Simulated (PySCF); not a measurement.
Al(H)(OEt)(NH2) (C2H8AlNO), SMILES CC[O][AlH][NH2]. Coordinates come from a PBE0-D3(BJ)/def2-SVP optimisation. The structure was generated by enumeration; whether it is a known compound was not checked. One conformer was computed; it need not be the lowest.

Computed equilibrium geometry at PBE0-D3(BJ)/def2-SVP (PySCF confirms it by a frequency run) as bond lengths and angles (one conformer of several):
Atoms: Al1 H2 O3 C4 C5 H6 H7 H8 H9 H10 N11 H12 H13. Bond lengths (Å): Al1–H2 1.575, Al1–O3 1.701, Al1–N11 1.771, O3–C4 1.390, C4–C5 1.518, C4–H6 1.109, C4–H7 1.106, C5–H8 1.103, C5–H9 1.101, C5–H10 1.101, N11–H12 1.014, N11–H13 1.014. Angles (°): H2–Al1–O3 118.1, H2–Al1–N11 120.9, O3–Al1–N11 121.1, Al1–O3–C4 139.1, O3–C4–C5 112.4, O3–C4–H6 110.9, O3–C4–H7 108.7, C5–C4–H6 109.3, C5–C4–H7 109.3, H6–C4–H7 106.0, C4–C5–H8 111.0, C4–C5–H9 111.3, C4–C5–H10 110.4, H8–C5–H9 108.0, H8–C5–H10 107.9, H9–C5–H10 108.2, Al1–N11–H12 124.2, Al1–N11–H13 126.1, H12–N11–H13 109.7.
